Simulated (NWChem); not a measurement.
CH5AgO2; SMILES C[O][Ag]<-[OH2]

```xyz
9

Ag     0.0577    -0.2685     0.0001
O      0.5118     1.6688    -0.0006
C     -0.4704     2.6348     0.0004
H     -1.1406     2.6172     0.8911
H     -0.0022     3.6437     0.0002
H     -1.1422     2.6175    -0.8891
O     -0.2413    -2.4496     0.0005
H      0.1219    -2.9105     0.7662
H      0.1080    -2.9089    -0.7727
```
Atoms are numbered in this order, from 1.

All runs: NWChem. The geometry was optimised at PBE0/def2-SVP. No frequency run checked for a minimum. def2 effective core potentials on Ag; no spin-orbit coupling. Total energies of different functionals are on different scales.

```csv
level,energy (Ha),highest occupied level (eV),orbital gap (eV),dipole (D)
B3LYP/def2-SVP,-338.4068,?,?,?
PBE/def2-SVP,-338.1479,-4.02,2.03,6.78
BHandHLYP/def2-SVP,-338.1430,-6.68,6.12,7.94
PBE0/def2-SVP,-338.1332,-5.34,4.17,7.48
RPBE/def2-SVP,-338.4132,-3.97,1.99,6.80
BP86/def2-SVP,-338.4677,-4.13,2.17,6.78
PW91/def2-SVP,-338.3669,-4.10,1.98,6.75
```

Question: What belongs in the gaps?

Answer: 
- B3LYP/def2-SVP, highest occupied level (eV): -5.16
- B3LYP/def2-SVP, orbital gap (eV): 3.65
- B3LYP/def2-SVP, dipole (D): 7.25
